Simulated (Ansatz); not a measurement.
Program: Ansatz. Geometries: PBE0-D4/def2-TZVP. ΔE: electronic, gas phase. CCSD(T)/CBS is the MP2 limit (def2-TZVPP, def2-QZVPP) plus CCSD(T) − MP2 in def2-TZVPP, frozen cores. DFT in def2-TZVPP. B3LYP here is the variant with VWN-RPA as its local correlation; programs differ in this. Each species was taken in one conformer, which may not be the lowest.

`COC[SiH2]F` + `CN[SiH](O)O` → `CN([SiH2]F)[SiH](O)O` + dimethyl ether  (ligand exchange at the Si–C bond)

```csv
level,ΔE (kJ/mol)
B3LYP-D4,-93.8
ωB97M-V,-95.1
PBE,-82.1
r2SCAN,-92.9
PBE0,-86.5
HF/def2-TZVPP,-95.4
SCS-MP2/def2-TZVPP,-99.6
HF/CBS(def2),-95.8
```

**Question.** What does CCSD(T)/CBS give? (Best estimate.)

**Answer.** Computed: -95.5 kJ/mol. The listed levels differ from it by 1.7, 0.4, 13.4, 2.6, 9.0, 0.1, -4.1, -0.3 kJ/mol.

Largest T1 diagnostic among the species: 0.012.

The D4 term adds −6.9 kJ/mol with B3LYP and −3.8 kJ/mol with PBE0; it sums over pairs of atoms, weighted by their polarisabilities, and B3LYP, whose exchange is more repulsive, gets the larger term. From PBE to PBE0 (25 % exact exchange), in def2-TZVPP and without D4, ΔE moves by −4.4 kJ/mol.
